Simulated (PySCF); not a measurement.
Anthraquinone, SMILES c1ccc2c(C(=O)c3ccccc3C2=O)c1, GFN2-xTB optimised geometry.

```
24

O      2.70    -0.06     0.00
C      1.48    -0.03     0.00
C      0.73     1.24     0.00
C      1.44     2.44     0.00
C      0.77     3.65     0.00
C     -0.61     3.68     0.00
C     -1.33     2.50     0.00
C     -0.67     1.27     0.00
C     -1.48     0.03     0.00
O     -2.70     0.06     0.00
C     -0.73    -1.24     0.00
C     -1.44    -2.44     0.00
C     -0.77    -3.65     0.00
C      0.61    -3.68     0.00
C      1.33    -2.50     0.00
C      0.67    -1.27     0.00
H      2.52     2.39     0.00
H      1.33     4.57     0.00
H     -1.14     4.63     0.00
H     -2.41     2.50     0.00
H     -2.52    -2.39     0.00
H     -1.33    -4.57     0.00
H      1.14    -4.63     0.00
H      2.41    -2.50     0.00
```

Density from PBE0/def2-SVP run with PySCF at that geometry.

Minimum of the electron density along straight lines between bonded atoms, close to the bond critical point (lines longer than 1.1 times the sum of covalent radii, or with two minima, are not listed):

```csv
bond,length / Å,ρ at the minimum / e bohr⁻³,∇²ρ there / e bohr⁻⁵,position (fraction from the first atom)
O1–C2,1.217,0.403,0.29,0.67
C2–C3,1.480,0.272,-0.67,0.50
C3–C4,1.393,0.308,-0.78,0.50
C4–C5,1.383,0.314,-0.81,0.50
C5–C6,1.387,0.312,-0.80,0.50
C6–C7,1.383,0.314,-0.81,0.50
C3–C8,1.401,0.303,-0.75,0.50
C7–C8,1.393,0.308,-0.78,0.50
C8–C9,1.480,0.272,-0.67,0.50
C9–O10,1.217,0.403,0.29,0.33
C9–C11,1.480,0.272,-0.67,0.50
C11–C12,1.393,0.308,-0.78,0.50
C12–C13,1.383,0.314,-0.81,0.50
C13–C14,1.387,0.312,-0.80,0.50
C14–C15,1.383,0.314,-0.81,0.50
C2–C16,1.480,0.272,-0.67,0.50
C11–C16,1.401,0.303,-0.75,0.50
C15–C16,1.393,0.308,-0.78,0.50
C4–H17,1.080,0.286,-1.13,0.65
C5–H18,1.080,0.285,-1.10,0.63
C6–H19,1.080,0.285,-1.10,0.63
C7–H20,1.080,0.286,-1.13,0.65
C12–H21,1.080,0.286,-1.13,0.65
C13–H22,1.080,0.285,-1.10,0.63
C14–H23,1.080,0.285,-1.10,0.63
C15–H24,1.080,0.286,-1.13,0.65
```
